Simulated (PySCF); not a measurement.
**What binds GeC: the parts of the energy along the bond**

State: ³Π, triplet, unpaired electrons σ ↑, π ↑. ROHF-based CCSD(T) in PySCF 2.14 with Ge cc-pwCVDZ-PP with ECP10, C aug-cc-pVDZ and Ge cc-pwCVTZ-PP with ECP10, C aug-cc-pVTZ (frozen core orbitals: 5; scalar-relativistic core potentials). Correlation energies are extrapolated as n⁻³ (n = 2, 3), Hartree–Fock as (n+1)·exp(−9√n). All energies in eV from Ge + C.

```csv
R (Å),HF/CBS,CCSD corr.,(T),total
1.5865,-0.929,-1.790,-0.2815,-3.000
1.6586,-1.395,-1.812,-0.3006,-3.507
1.7308,-1.587,-1.850,-0.3218,-3.759
1.8029,-1.585,-1.899,-0.3442,-3.828
1.8750,-1.450,-1.951,-0.3668,-3.768
1.9651,-1.164,-2.014,-0.3943,-3.572
2.0553,-0.815,-2.060,-0.4207,-3.296
```

A fit to the total gives Re = 1.8009 Å, De = 3.828 eV, ωe = 808.5 cm⁻¹, Be = 0.5035 cm⁻¹ (masses 73.9212 and 12.0000 u).

**Question.** At R = 1.8029 Å the CCSD correlation energy is -0.433315 hartree in the smaller basis and -0.657001 in the larger. Extrapolate it.

**Answer.** (3³·E3 − 2³·E2)/(3³ − 2³) = -0.75118 hartree; the larger basis holds 87.5 % of it.

The T1 diagnostic is 0.041, large enough to doubt a single reference. The state was picked by a PBE0 search and need not be the measured ground state. Spin–orbit coupling, excitations beyond (T) and corrections to the Born–Oppenheimer picture are left out.
